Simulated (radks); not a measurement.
Values are calculated unless marked as measured or tabulated.
Task: The mean radii <r> (bohr) of the occupied orbitals of an atom or ion are listed with their occupations. Code: a radial shooting solver on a logarithmic mesh with Libxc functionals. Model: Dirac Kohn-Sham, PBE, spin-unpolarised, spherical densities, point nucleus.

orbital      occ.      <r>
1s1/2           2  0.03517
2s1/2           2   0.1534
2p1/2           2   0.1308
2p3/2           4   0.1353
3s1/2           2   0.4285
3p1/2           2   0.4231
3p3/2           4   0.4336
3d3/2           4   0.4127
3d5/2           6   0.4162
4s1/2           2    1.081
4p1/2           2    1.165
4p3/2           4    1.191
4d3/2         0.4    1.490
4d5/2         0.6    1.500
5p1/2    0.666667    2.881
5p3/2     1.33333    2.929

Name the element and its charge. Open shells, if any, are shared by 2j + 1.

Result: Z = 42, molybdenum, charge +3: Mo3+ in [Kr] 4d1 5p2. The 1s radius gives Z: for a bare nucleus <r> = (2 gamma + 1)/(2Z) with gamma = sqrt(1 - (Z/c)^2), 0.03457 bohr for Z = 42, and screening makes it slightly larger (0.03517 here). The occupations add up to 39, and the charge is Z minus that.
